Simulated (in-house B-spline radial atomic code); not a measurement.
Values are calculated unless marked as measured or tabulated.
**W in an electron gas of r_s = 2.67: phase shifts, screening, friction and resistivity**

A nucleus sits in a uniform electron gas with a rigid positive background. The Kohn-Sham equations are solved self-consistently in the spin-unpolarised LDA (PW92), non-relativistic, on B-splines with outgoing waves at the boundary and partial waves to l = 8. The model has no lattice, no bands and no magnetic solution. Atomic units; δ_l are the phase shifts at the Fermi level, counted so that each bound state adds π, and good to about 0.0005. Heavy atoms are models without relativity. A narrow, partly filled d or f resonance in a thin gas would split by spin, so such rows rest on a solution that is probably unstable.

The density parameter is r_s = 2.67 bohr, near that of the valence electrons of Cu (1 per atom, density 8.96 g/cm³, mass 63.55 u, which gives r_s = 2.67).

| l | δ_l (rad) |
| --- | --- |
| 0 | 15.2921 |
| 1 | 12.4372 |
| 2 | 8.3498 |
| 3 | 3.1279 |
| 4 | -0.0015 |
| 5 | -0.0006 |
| 6 | -0.0004 |
| 7 | -0.0005 |
| 8 | -0.0004 |

Bound levels below the band bottom (hartree): p -13.95, d -8.335, s -1.865, f -1.007, p -0.983 and deeper ones.

Check the Friedel sum rule, and say where the screening charge sits.

k_F = (9π/4)^(1/3)/r_s = 0.71879. The rule is Z = (2/π) Σ (2l + 1) δ_l. The terms are s 9.735, p 23.753, d 26.578, f 13.939 and -0.025 beyond, in all 73.981 against Z = 74. Bound states hold 10 s, 24 p, 20 d and 14 f electrons, so the scattering states carry 5.98 in all; where a term is smaller than its bound count, the bound level has drawn weight out of the band.

Find the transport cross section and the electronic stopping of a 2 keV W ion (mass 183.84 u).

σ_tr = (4π/k_F²) Σ (l + 1) sin²(δ_l − δ_(l+1)). The terms for l = 0 to 3 are 0.0800, 1.3153, 2.2863, 0.0006, all together 3.6822, so σ_tr = 24.323 × 3.6822 = 89.561 bohr². With n = 3/(4π r_s³) = 0.01254, the friction coefficient is Q = n k_F σ_tr = 0.8074. For v well below v_F = 0.719, dE/dx = Q v; with 24801 eV per u at v = 1, v = √(2000/(24801 × 183.84)) = 0.0209, so dE/dx = 0.01691 hartree/bohr = 8.7 eV/nm. The largest term couples the d and f waves.

What residual resistivity would 1 atomic per cent of such centres give in Cu?

Δρ = k_F n_i σ_tr/n in atomic units of 21.74 μΩ·cm. With one host atom per 1 electron, n_i/n = 0.01/1, so Δρ = 0.7188 × 0.01000 × 89.561 × 21.74 = 14.00 μΩ·cm. This is an atom added to the gas, as on an interstitial site.

On a substitutional site the background of one host ion, a sphere holding 1 charge, is taken out. The phase shifts for l = 0 to 4 become 15.2134, 12.3875, 8.0962, 3.1198, -0.0032. What follows?

The Friedel sum is now 72.98, for Z − 1 = 73. The sum in σ_tr is 4.5594, so σ_tr = 110.90 bohr² and Δρ = 17.33 μΩ·cm per atomic per cent, 1.24 times the value above. A real host ion scatters too, so this model doesn't give zero even for the host's own atom.
